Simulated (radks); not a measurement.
The samarium ion Sm+ inside a hard spherical wall (all orbitals vanish at R), configuration held at [Xe] 4f6 6s1 and not refilled when levels cross. Method: scalar-relativistic Kohn-Sham, LDA (Slater exchange, Perdew-Wang correlation), spin-polarised, spherical densities, finite nucleus; open shells are filled with parallel spins first (spin-orbit coupling, left out, can overturn this in heavy ions); Fermi nuclear charge, rms radius 5.0819 fm; computed with a radial shooting solver on a logarithmic mesh with Libxc functionals. Eigenvalues in eV for spin up, with the zero of energy where the potential of the charges vanishes at infinity; a dash marks a level that is unbound or too diffuse for the functional's potential to be trusted. A positive occupied level is held by the wall or, in an anion where self-interaction has pushed it up, behind a barrier. The pressure on the wall is -dE/dV.

[
 {"R (bohr)": "free", "E (hartree)": "-10419.3144", "kinetic (hartree)": "11133.411", "e(5s)": "-50.475", "e(5p)": "-30.208", "e(4f)": "-10.008", "e(6s)": "-9.019", "e(5d, empty)": "-7.827", "e(6p, empty)": "-5.700", "pressure (GPa)": "0"},
 {"R (bohr)": "20", "E (hartree)": "-10419.3144", "kinetic (hartree)": "11133.411", "e(5s)": "-50.475", "e(5p)": "-30.208", "e(4f)": "-10.008", "e(6s)": "-9.019", "e(5d, empty)": "-7.827", "e(6p, empty)": "-5.700", "pressure (GPa)": "< 0.0001"},
 {"R (bohr)": "15", "E (hartree)": "-10419.3144", "kinetic (hartree)": "11133.411", "e(5s)": "-50.475", "e(5p)": "-30.208", "e(4f)": "-10.008", "e(6s)": "-9.019", "e(5d, empty)": "-7.827", "e(6p, empty)": "-5.699", "pressure (GPa)": "< 0.0001"},
 {"R (bohr)": "10", "E (hartree)": "-10419.3141", "kinetic (hartree)": "11133.415", "e(5s)": "-50.454", "e(5p)": "-30.188", "e(4f)": "-9.988", "e(6s)": "-8.999", "e(5d, empty)": "-7.809", "e(6p, empty)": "-5.614", "pressure (GPa)": "0.00983"},
 {"R (bohr)": "8", "E (hartree)": "-10419.3104", "kinetic (hartree)": "11133.447", "e(5s)": "-50.318", "e(5p)": "-30.056", "e(4f)": "-9.852", "e(6s)": "-8.826", "e(5d, empty)": "-7.681", "e(6p, empty)": "-5.155", "pressure (GPa)": "0.176"},
 {"R (bohr)": "6", "E (hartree)": "-10419.2737", "kinetic (hartree)": "11133.656", "e(5s)": "-49.668", "e(5p)": "-29.439", "e(4f)": "-9.187", "e(6s)": "-7.510", "e(5d, empty)": "-6.939", "e(6p, empty)": "-2.637", "pressure (GPa)": "3.00"},
 {"R (bohr)": "5", "E (hartree)": "-10419.1855", "kinetic (hartree)": "11134.067", "e(5s)": "-48.772", "e(5p)": "-28.600", "e(4f)": "-8.213", "e(6s)": "-4.840", "e(5d, empty)": "-5.676", "e(6p, empty)": "1.657", "pressure (GPa)": "14.3"},
 {"R (bohr)": "4", "E (hartree)": "-10418.8542", "kinetic (hartree)": "11135.559", "e(5s)": "-46.516", "e(5p)": "-26.417", "e(4f)": "-5.567", "e(6s)": "3.440", "e(5d, empty)": "-2.080", "e(6p, empty)": "13.355", "pressure (GPa)": "93.4"},
 {"R (bohr)": "2.5", "E (hartree)": "-10413.6674", "kinetic (hartree)": "11156.540", "e(5s)": "-27.063", "e(5p)": "-4.246", "e(4f)": "17.036", "e(6s)": "80.360", "e(5d, empty)": "30.520", "e(6p, empty)": "104.17", "pressure (GPa)": "4240"},
 {"R (bohr)": "2", "E (hartree)": "-10402.7568", "kinetic (hartree)": "11194.720", "e(5s)": "3.935", "e(5p)": "32.668", "e(4f)": "45.281", "e(6s)": "190.91", "e(5d, empty)": "79.319", "e(6p, empty)": "224.76", "pressure (GPa)": "22400"}
]
